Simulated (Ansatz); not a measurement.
Gas-phase reaction 2 R1 → P1 + P2, each structure at its B3LYP-D3(BJ)/def2-TZVP stationary point, reached from a drawn start (curvature not checked).
P1: H2O (SMILES O), charge 0, multiplicity 1.
P2: O atom, charge 0, multiplicity 3.
R1, OH (SMILES [OH]) (charge 0, multiplicity 2):
```xyz
2

O      0.00000     0.00000     0.48836
H      0.00000     0.00000    -0.48836
```

P less R. No zero-point or thermal terms; singlets are restricted closed shells; open shells are unrestricted; no spin–orbit coupling.

Correlated levels freeze the cores.

The values were computed with Ansatz (Gaussian orbitals). All values are computed, each at the level named.

Question: One of these levels gives -23.02 kcal/mol for the reaction energy. Which?
A. MP2/aug-cc-pVDZ
B. BHLYP/def2-TZVPPD
C. HF/aug-cc-pVDZ
D. r2SCAN/def2-TZVPPD

Answer: A, MP2/aug-cc-pVDZ. The others give -19.37 (HF/aug-cc-pVDZ), -13.00 (r2SCAN/def2-TZVPPD), -15.73 (BHLYP/def2-TZVPPD)

Ansatz is a program for electronic structure.
